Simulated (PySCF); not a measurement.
# Correlation energy of Nb²⁺ (niobium, charge +2)

[Kr] 4d2 5p1, one real determinant (an excited configuration). Calculation: PySCF 2.14, in aug-cc-pVDZ-PP with ECP28MDF (5s5p4d2f, 54 functions); scalar relativity through the core potential. Frozen: 4s2 4p6; 3 electrons correlated.

| level | correlation energy (mhartree) |
| --- | --- |
| CCSD | -13.68 |
| (T) | -0.60 |
| CCSD(T) | -14.28 |

Diagnostics: T1 = 0.024, D1 = 0.0571, largest double amplitude 0.221.

Q: Is a single reference adequate?

A: Not fully. The real determinant used has ⟨L²⟩ near 14 against 20 for a pure G term, so it mixes terms. A double-excitation amplitude exceeds 0.15, a sign of near-degeneracy.

The reference is one real determinant that mixes LS terms of this configuration.
